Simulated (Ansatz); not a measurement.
Ideal-gas functions of ClF$_{2}$GeH$_{2}$N (`[NH2][Ge]([F])([F])[Cl]`) at 500 K and 1 bar, from an Ansatz frequency run at PBE0-D4/def2-TZVP.

Molar mass 162.08 g/mol, point group C1 (symmetry number 1), electronic degeneracy 1, moments of inertia 147.296, 235.2, 245.445 u Å². Harmonic wavenumbers (cm⁻¹, unscaled): 94, 162, 199, 236, 246, 262, 459, 489, 719, 744, 773, 909, 1571, 3575, 3676.

Use S(trans) = R[1.5 ln M + 2.5 ln T − 1.1517]; rotational temperatures θ = 24.2544 K / I; S(rot) = R[ln(√π/σ · √(T³/θAθBθC)) + 1.5]; for each mode x = 1.438777 ν̃/T, S = R[x/(eˣ − 1) − ln(1 − e⁻ˣ)] and H = RT x/(eˣ − 1); 1 cm⁻¹ = 0.0119627 kJ/mol; R = 8.31446 J/(mol·K).

Problem. By hand: the entropy, in J/(mol·K).

Solution. Translation 183.1. Rotation: θ = 0.1647, 0.1031, 0.0988 K, giving 121.3. Vibration, mode by mode: 19.21, 14.74, 13.06, 11.69, 11.36, 10.86, 6.58, 6.13, 3.61, 3.41, 3.19, 2.35, 0.50, 0.00, 0.00, in all 106.7. Electronic 0.0. Sum 411.1 J/(mol·K).

Problem. By hand: H − E and G − E in kJ/mol, counted from the electronic energy.

Solution. Zero-point energy ½ × 14114 × 0.0119627 = 84.4; thermal vibration 27.0; translation, rotation and pV give 4 RT = 16.6. H − E = 128.0 kJ/mol, and G − E = 128.0 − 500 × 411.1/1000 = -77.6 kJ/mol.

Vibration gives 26 % of the entropy, 19.2 J/(mol·K) of it from the mode under 150 cm⁻¹: soft modes count most, and the harmonic formula is weakest for them. The sum counts one conformer and one mirror image; others add a mixing term.
